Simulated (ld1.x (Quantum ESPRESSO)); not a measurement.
W (Z = 74): one change to an RRKJ potential, before and after

ld1.x (Quantum ESPRESSO) 7.5 input, shortened:

```
&input
   title='W', zed=74., rel=1, dft='PBE', iswitch=3,
   config='[Xe] 4f13.5 5d4.5 6s2 6p0'
 /
 &inputp
   pseudotype=2, tm=.false., rho0=0.01, lloc=-1, rcloc=1.40,
   nlcc=.false.
 /
4
5S  1  0   2.00   0.00  1.00  1.00  0.0
5P  2  1   6.00   0.00  1.50  1.50  0.0
5D  3  2   4.50   0.00  1.95  1.95  0.0
4F  4  3  13.50   0.00  1.15  1.15  0.0
 &test
   configts(1)='4f13.5 5s2 5p6 5d4.5 6s2 6p0'
 /
```

Occupied shells without a wave of their own: 6s. They enter only through the test configuration that unscreens the potential.

All-electron outer shells of the reference configuration (PBE, scalar-relativistic, ld1.x):

| shell | level (eV) | outermost node (bohr) | outermost maximum (bohr) |
| --- | --- | --- | --- |
| 4p | -428.76 | 0.24 | 0.44 |
| 4d | -243.30 | 0.22 | 0.45 |
| 5s | -81.07 | 0.53 | 0.96 |
| 5p | -44.68 | 0.57 | 1.09 |
| 4f | -37.63 | – | 0.43 |
| 6s | -5.77 | 1.27 | 2.64 |
| 5d | -4.99 | 0.63 | 1.47 |
| 6p | -1.34 | 1.52 | 3.70 |

Change: wave 5s (bound): rc 1.00 bohr becomes 5s (bound): rc 1.38 bohr.

Cutoffs: the cutoffs (Ry, on a coarse ladder) from which the occupation-weighted sum of valence levels, in a spherical-Bessel basis at the reference potential, stays within 10 and 1 mRy of its value at 400 Ry; they do not see the model core or the augmentation charge, which bear on the density cutoff. Errors are all-electron minus pseudo energies relative to the spin-unpolarised reference configuration.

Q: Predict the effect on cutoff, ghosts and configuration errors.

A: The number of tests that count goes from 6 to 5; of the 5 tests that both files solve, the error grows in 2 and shrinks in 1 by more than 15 % and 0.3 meV (median size 30.4 → 56.7 meV); the range in which the s phases agree narrows (upper end at the end of the scan → -0.1); neither file shows a bound ghost at the reference potential, the only one tested.

```csv
quantity,base,changed
"cutoff, loose",260 Ry,260 Ry
"cutoff, tight",over 300 Ry,over 300 Ry
loose cutoff by channel (10 mRy a level),"s 140 Ry, p 55 Ry, d 25 Ry, f 160 Ry","s 50 Ry, p 55 Ry, d 25 Ry, f 160 Ry"
bound ghosts,none,none
"largest miss of a reference level, eV",0.03,0.11
"tests counted (converged, no solver errors)",6 of 7,5 of 7
"error for 4f14 5s2 5p6 5d4 6s1 6p0, meV [ΔE -6.48 eV]",+8.6,-64
"error for 4f14 5s2 5p6 5d4 6s0 6p0, meV [ΔE 9.20 eV]",-34,-225
"error for 4f14 5s2 5p5 5d4 6s2 6p0, meV [ΔE 33.57 eV]",+24,+17
"error for 4f13 5s2 5p6 5d5 6s1 6p0, meV [ΔE 26.45 eV]",+53,-57
"error for 4f14 5s2 5p6 5d3 6s2 6p1, meV [ΔE -11.35 eV]",+30,+32
s: phases at 2.15 bohr within 0.05 rad from the reference energy up to (Ry; the scan ends near 5),to the end of the scan,-0.1
p: phases at 2.15 bohr within 0.05 rad from the reference energy up to (Ry; the scan ends near 5),1.6,1.6
d: phases at 2.15 bohr within 0.05 rad from the reference energy up to (Ry; the scan ends near 5),4.7,4.7
f: phases at 2.15 bohr within 0.05 rad from the reference energy up to (Ry; the scan ends near 5),1.5,1.5
```

Base: Tests not counted: 4f14 5s2 5p6 5d5 6s1 6p0 (solver errors, printed error -9405 eV). Changed file: Tests not counted: 4f14 5s2 5p6 5d4 6s2 6p0 (solver errors, printed error -9416 eV); 4f14 5s2 5p6 5d5 6s1 6p0 (solver errors, printed error -9415 eV). The 6s level has no wave, so the channel is fitted at the deeper level alone: the likely source of the large errors.
